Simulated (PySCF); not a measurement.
Compound: C4H6NPSi.
Cartesian coordinates in Å at the GFN2-xTB level; atoms count from 1:
```
atom  x, y, z in Å
Si1    2.3969   -0.0661   -0.4899
C2     0.5289   -0.0466   -0.1784
C3     0.0098    0.4737    0.9964
N4    -1.2553    0.5608    1.3657
C5    -2.2180    0.1201    0.5765
C6    -2.0592   -0.4571   -0.6675
P7    -0.5148   -0.7043   -1.4177
H8     2.8236   -1.4541   -0.6772
H9     3.0620    0.5283    0.6695
H10    2.6748    0.7081   -1.7011
H11    0.7030    0.8704    1.7338
H12   -3.2170    0.2435    0.9843
H13   -2.9392   -0.7762   -1.2120
```

Definitions: NICS(0) = −σiso at the ring centroid; NICS(1) = −σiso and NICS(1)zz = −σzz at ±1 Å along the ring normal z. Level: GIAO PBE0/pcSseg-1 (PySCF, non-relativistic, gas phase) on the GFN2-xTB geometry, one conformer.

Ring bond lengths (Å), with Mayer bond orders in brackets: C2–C3 1.386 (1.40), C3–N4 1.321 (1.50), N4–C5 1.321 (1.48), C5–C6 1.381 (1.39), C6–P7 1.735 (1.33), P7–C2 1.749 (1.29).

Problem. Give the NICS values of each ring in ppm.

Solution. 
```json
{"ring": "C2–C3–N4–C5–C6–P7", "type": "6-membered ring with N and P; formal bonds all aromatic", "NICS(0)": "-5.3", "NICS(1), two faces": "-10.1 / -10.1", "NICS(1)zz, two faces": "-25.2 / -25.2", "rms pucker (Å)": "0.00", "centre to ring atoms, mean (Å)": "1.47"}
```

Problem. What do they say, and how far can they be read as aromaticity?

Solution. 
- C2–C3–N4–C5–C6–P7: mean NICS(1)zz -25.2 ppm, shielded.

Problem. What does the geometric index give? HOMA takes Krygowski's 1993 parameters.

Solution. 
- C2–C3–N4–C5–C6–P7: HOMA 0.91; the largest term is that of P7–C2, α(R − Ropt)² = 0.30.

Problem. What field does 14.1 T along the ring normal induce along that normal at the first NICS(1) probe listed for ring C2–C3–N4–C5–C6–P7, 1 Å off the ring?

Solution. NICSzz × B0 = -25.2 ppm × 14.1 T = -355 μT, against the applied field.

Problem. List the ring angles and the Hirshfeld charges of the ring atoms.

Solution. 
- C2–C3–N4–C5–C6–P7: C2 121.2° (-0.154 e), C3 128.4° (+0.021 e), N4 120.6° (-0.156 e), C5 126.5° (+0.026 e), C6 123.5° (-0.111 e), P7 99.9° (+0.136 e); sum 720.0° against 720° for a flat convex ring.

Problem. How shielded are the nuclei of the rings and their hydrogens (means over atoms taken as equivalent)?

Solution. 
```json
{"atoms": "C2", "environment": "substituted aromatic carbon", "σ isotropic (ppm)": "24.3", "principal values of the symmetric part, first atom (ppm)": "-143.2, 15.4, 200.6"}
{"atoms": "C3", "environment": "aromatic CH next to a ring nitrogen", "σ isotropic (ppm)": "25.5", "principal values of the symmetric part, first atom (ppm)": "-87.8, 22.2, 142.0"}
{"atoms": "N4", "environment": "pyridine-type nitrogen", "σ isotropic (ppm)": "-88.3", "principal values of the symmetric part, first atom (ppm)": "-421.4, -154.9, 311.4"}
{"atoms": "C5", "environment": "aromatic CH next to a ring nitrogen", "σ isotropic (ppm)": "30.8", "principal values of the symmetric part, first atom (ppm)": "-81.5, 20.6, 153.3"}
{"atoms": "C6", "environment": "aromatic CH carbon", "σ isotropic (ppm)": "29.0", "principal values of the symmetric part, first atom (ppm)": "-149.7, 49.6, 187.2"}
{"atoms": "P7", "environment": "phosphorus bonded to 2 C", "σ isotropic (ppm)": "8.8", "principal values of the symmetric part, first atom (ppm)": "-364.2, -143.5, 534.3"}
{"atoms": "H11", "environment": "aromatic hydrogen", "σ isotropic (ppm)": "22.13", "principal values of the symmetric part, first atom (ppm)": "16.7, 21.8, 27.9"}
{"atoms": "H12", "environment": "aromatic hydrogen", "σ isotropic (ppm)": "22.38", "principal values of the symmetric part, first atom (ppm)": "17.6, 22.7, 26.8"}
{"atoms": "H13", "environment": "aromatic hydrogen", "σ isotropic (ppm)": "22.65", "principal values of the symmetric part, first atom (ppm)": "18.5, 21.8, 27.7"}
```

The run took about 60 s of CPU time (one thread, shared machine). This is the whole shielding run at PBE0/pcSseg-1, SCF included.
